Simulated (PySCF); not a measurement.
Si(NMe2)(SH) (C₂H₇NSSi), SMILES CN(C)[Si]S (connectivity only; charge and spin as stated), neutral, multiplicity 1. Atoms are numbered in the order given.

```xyz
12

Si     1.0764     0.2925     0.0000
N     -0.0658    -1.0193     0.0000
C     -1.5204    -0.9986     0.0000
C      0.4805    -2.3731     0.0000
H     -1.9182    -1.5142    -0.8931
H     -1.9182    -1.5142     0.8931
H     -1.8982     0.0325     0.0000
H      0.1525    -2.9341     0.8941
H      0.1525    -2.9341    -0.8941
H      1.5810    -2.3325     0.0000
S     -0.3244     1.9735     0.0000
H      0.6692     2.8903     0.0000
```
Charge 0, spin multiplicity 1.

Geometry optimised at TPSSh-D3(BJ)/def2-SVP. The structure was generated by enumeration; whether it is a known compound was not checked. One conformer was computed; it need not be the lowest.

These are r2SCAN/def2-TZVP (PySCF) values and carry that method's errors.

ESP charges are fitted to the potential on shells at 1.4 to 2.0 van der Waals radii. Atomic charges (e):

```csv
atom,Löwdin,ESP fit,IAO
Si1,-0.10,-0.24,0.36
N2,-0.05,0.44,-0.41
C3,-0.33,-0.51,-0.31
C4,-0.33,-0.50,-0.30
H5,0.12,0.13,0.14
H6,0.12,0.13,0.14
H7,0.11,0.22,0.15
H8,0.11,0.14,0.14
H9,0.11,0.14,0.14
H10,0.12,0.15,0.15
S11,0.08,-0.35,-0.31
H12,0.04,0.25,0.11
```

Task: Give the Mayer and Wiberg (Löwdin basis) orders of the bonds. (Estimate from the structure and the level; the computed values follow.)

Result: 
```tsv
bond	Mayer	Wiberg
Si1–N2	1.27	1.59
N2–C3	0.93	1.32
N2–C4	0.94	1.31
C3–H5	0.96	0.91
C3–H6	0.96	0.91
C3–H7	0.96	0.90
C4–H8	0.96	0.92
C4–H9	0.96	0.92
C4–H10	0.96	0.90
Si1–S11	1.15	1.72
S11–H12	0.95	1.02
```
